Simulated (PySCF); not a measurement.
BrSi, neutral, multiplicity 2. Atoms are numbered in the order given.

```xyz
2

Si     0.0000     0.0000    -1.6088
Br     0.0000     0.0000     0.6435
```
Charge 0, spin multiplicity 2.

Coordinates come from a B3LYP-D3(BJ)/def2-TZVP optimisation.

These are B3LYP-D3(BJ)/def2-TZVP run with PySCF 2.14.0 values and carry that method's errors.

Frequencies are harmonic and unscaled.

Computed normal modes with their intensities:
```json
[
 {"mode": "1", "ν (cm⁻¹)": "402", "IR (km/mol)": "68.9", "moving atoms (share of kinetic energy)": "Si 74 %, Br 26 %"}
]
```
